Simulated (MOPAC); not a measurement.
MOPAC input (PM6):

```
PM6 1SCF CHARGE=1 GEO-OK AUX(PRECISION=9) THREADS=1
H7O3Si2

O     0.21607400 1   -1.02505400 1   -1.52572200 1
Si   -0.24921000 1   -0.21058600 1   -0.21054200 1
O    -1.81190900 1   -0.34414600 1    0.17640700 1
O     0.26143000 1   -1.57030400 1    0.93222400 1
Si    0.89484100 1    1.75922600 1    0.36128400 1
H     0.48595200 1   -0.63576100 1   -2.36274900 1
H    -2.45708900 1    0.36897700 1    0.16128100 1
H    -0.42565000 1   -1.91151200 1    1.53194300 1
H     0.76263800 1   -2.30391900 1    0.53362100 1
H     2.33296600 1    1.45470900 1    0.24040700 1
H     0.48934600 1    2.09268700 1    1.73968000 1
H     0.44824800 1    2.76989200 1   -0.61782800 1
```

Output:

```
 *******************************************************************************
 **                                                                           **
 **                              MOPAC v23.2.5                                **
 **                                                                           **
 *******************************************************************************
 ** MOPAC's Digital Object Identifier: https://doi.org/10.5281/zenodo.6511958 **
 **                                                                           **
 ** Please cite the open-source release paper for use of this MOPAC version:  **
 ** J. E. Moussa and J. J. P. Stewart (2026)                                  **
 ** MOPAC: An open-source semiempirical molecular orbital program             **
 ** J. Open Source Softw., 11(119), 8025, https://doi.org/10.21105/joss.08025 **
 *******************************************************************************

                              PM6 CALCULATION RESULTS

 *******************************************************************************
 *  PM6        - The PM6 Hamiltonian to be used
 *  GEO-OK     - OVERRIDE INTERATOMIC DISTANCE AND OTHER SAFETY CHECKS
 *
 *
 *
 *                 CHARGE ON SYSTEM = +1
 *
 *
 *
 *  1SCF       - DO 1 SCF AND THEN STOP
 *  AUX        - OUTPUT AUXILIARY INFORMATION
 *******************************************************************************
PM6 1SCF CHARGE=1 GEO-OK AUX(PRECISION=9) THREADS=1
 H7O3Si2

   ATOM   CHEMICAL          X               Y               Z
  NUMBER   SYMBOL      (ANGSTROMS)     (ANGSTROMS)     (ANGSTROMS)

     1       O          0.21607400  *  -1.02505400  *  -1.52572200  *
     2      Si         -0.24921000  *  -0.21058600  *  -0.21054200  *
     3       O         -1.81190900  *  -0.34414600  *   0.17640700  *
     4       O          0.26143000  *  -1.57030400  *   0.93222400  *
     5      Si          0.89484100  *   1.75922600  *   0.36128400  *
     6       H          0.48595200  *  -0.63576100  *  -2.36274900  *
     7       H         -2.45708900  *   0.36897700  *   0.16128100  *
     8       H         -0.42565000  *  -1.91151200  *   1.53194300  *
     9       H          0.76263800  *  -2.30391900  *   0.53362100  *
    10       H          2.33296600  *   1.45470900  *   0.24040700  *
    11       H          0.48934600  *   2.09268700  *   1.73968000  *
    12       H          0.44824800  *   2.76989200  *  -0.61782800  *

          CARTESIAN COORDINATES

    NO.       ATOM           X           Y           Z

     1         O          0.2161     -1.0251     -1.5257
     2        Si         -0.2492     -0.2106     -0.2105
     3         O         -1.8119     -0.3441      0.1764
     4         O          0.2614     -1.5703      0.9322
     5        Si          0.8948      1.7592      0.3613
     6         H          0.4860     -0.6358     -2.3627
     7         H         -2.4571      0.3690      0.1613
     8         H         -0.4257     -1.9115      1.5319
     9         H          0.7626     -2.3039      0.5336
    10         H          2.3330      1.4547      0.2404
    11         H          0.4893      2.0927      1.7397
    12         H          0.4482      2.7699     -0.6178

 General Reference for PM6:
 "Optimization of Parameters for Semiempirical Methods V: Modification of NDDO Approximations
 and Application to 70 Elements", J. J. P. Stewart, J. Mol. Mod., 13, 1173-1213 (2007)
 URL: https://link.springer.com/article/10.1007/s00894-007-0233-4

           Empirical Formula: H7 O3 Si2  =    12 atoms

      MOLECULAR POINT GROUP   :   Cs

      RHF CALCULATION, NO. OF DOUBLY OCCUPIED LEVELS = 16

 -------------------------------------------------------------------------------
 PM6 1SCF CHARGE=1 GEO-OK AUX(PRECISION=9) THREADS=1
 H7O3Si2

     1SCF WAS SPECIFIED, SO BFGS WAS NOT USED
     SCF FIELD WAS ACHIEVED

                              PM6 CALCULATION
                                                       MOPAC v23.2.5 Linux

          FINAL HEAT OF FORMATION =        -38.40251 KCAL/MOL =    -160.67609 KJ/MOL

          COSMO AREA              =        142.19 SQUARE ANGSTROMS
          COSMO VOLUME            =        136.28 CUBIC ANGSTROMS

          IONIZATION POTENTIAL    =         13.652335 EV
          HOMO LUMO ENERGIES (EV) =        -13.652 -4.793
          NO. OF FILLED LEVELS    =         16
          MOLECULAR WEIGHT        =        111.2245         POINT GROUP:  Cs

          MOLECULAR DIMENSIONS (Angstroms)

            Atom       Atom       Distance
            H    12    H     8     5.22501
            H    11    H     6     4.86836
            H     7    H    10     4.57506

          SCF CALCULATIONS        =          1

   ATOM   CHEMICAL          X               Y               Z
  NUMBER   SYMBOL      (ANGSTROMS)     (ANGSTROMS)     (ANGSTROMS)

     1       O          0.21607400  *  -1.02505400  *  -1.52572200  *
     2      Si         -0.24921000  *  -0.21058600  *  -0.21054200  *
     3       O         -1.81190900  *  -0.34414600  *   0.17640700  *
     4       O          0.26143000  *  -1.57030400  *   0.93222400  *
     5      Si          0.89484100  *   1.75922600  *   0.36128400  *
     6       H          0.48595200  *  -0.63576100  *  -2.36274900  *
     7       H         -2.45708900  *   0.36897700  *   0.16128100  *
     8       H         -0.42565000  *  -1.91151200  *   1.53194300  *
     9       H          0.76263800  *  -2.30391900  *   0.53362100  *
    10       H          2.33296600  *   1.45470900  *   0.24040700  *
    11       H          0.48934600  *   2.09268700  *   1.73968000  *
    12       H          0.44824800  *   2.76989200  *  -0.61782800  *

                             CARTESIAN COORDINATES

   1    O        0.216074000    -1.025054000    -1.525722000
   2   Si       -0.249210000    -0.210586000    -0.210542000
   3    O       -1.811909000    -0.344146000     0.176407000
   4    O        0.261430000    -1.570304000     0.932224000
   5   Si        0.894841000     1.759226000     0.361284000
   6    H        0.485952000    -0.635761000    -2.362749000
   7    H       -2.457089000     0.368977000     0.161281000
   8    H       -0.425650000    -1.911512000     1.531943000
   9    H        0.762638000    -2.303919000     0.533621000
  10    H        2.332966000     1.454709000     0.240407000
  11    H        0.489346000     2.092687000     1.739680000
  12    H        0.448248000     2.769892000    -0.617828000

           Empirical Formula: H7 O3 Si2  =    12 atoms

      MOLECULAR POINT GROUP   :   Cs

                  EIGENVALUES
 -37.29408 -34.60463 -34.13192 -25.63087 -24.91583 -23.22558 -22.49558 -22.44304
 -19.31264 -18.89034 -18.43510 -17.80416 -17.26014 -15.61400 -15.57702 -13.65233
  -4.79304  -4.67242  -4.44496  -3.48428  -2.98697  -2.81678  -2.70530  -2.64424
  -2.25723  -2.09586  -2.08108  -1.95796  -1.26019  -0.37195  -0.07890  -0.01032
   0.06117   0.76541   0.77066   1.33487   1.64423

              NET ATOMIC CHARGES AND DIPOLE CONTRIBUTIONS

  ATOM NO.   TYPE          CHARGE      No. of ELECS.   s-Pop       p-Pop       d-Pop
    1          O          -0.545520        6.5455     1.65156     4.89396
    2         Si           0.628449        3.3716     1.15919     1.15148     1.06088
    3          O          -0.545344        6.5453     1.65196     4.89338
    4          O          -0.375778        6.3758     1.63296     4.74282
    5         Si           0.363051        3.6369     1.21724     1.98598     0.43373
    6          H           0.385531        0.6145     0.61447
    7          H           0.385309        0.6147     0.61469
    8          H           0.384772        0.6152     0.61523
    9          H           0.385072        0.6149     0.61493
   10          H          -0.021647        1.0216     1.02165
   11          H          -0.021916        1.0219     1.02192
   12          H          -0.021979        1.0220     1.02198
 DIPOLE           X         Y         Z       TOTAL
 POINT-CHG.     1.219    -0.026     1.498     1.931
 HYBRID        -0.590    -0.844    -0.356     1.089
 SUM            0.629    -0.870     1.143     1.568

          ATOMIC ORBITAL ELECTRON POPULATIONS

     Atom    s        px        py        pz      x^2-y^2     xz        z^2       yz        xy
    1  O   1.65156   1.73886   1.71893   1.43616
    2 Si   1.15919   0.37794   0.43771   0.33583   0.22899   0.24689   0.21527   0.16742   0.20231
    3  O   1.65196   1.51934   1.60471   1.76932
    4  O   1.63296   1.59579   1.51052   1.63650
    5 Si   1.21724   0.67944   0.59772   0.70883   0.09217   0.05070   0.12510   0.09645   0.06930
    6  H   0.61447
    7  H   0.61469
    8  H   0.61523
    9  H   0.61493
   10  H   1.02165
   11  H   1.02192
   12  H   1.02198

 **********************
 *                    *
 * JOB ENDED NORMALLY *
 *                    *
 **********************

 == MOPAC DONE ==
```

The dipole moment of an ion depends on the origin.

The geometry given is a B3LYP-D3(BJ)/def2-TZVP minimum.
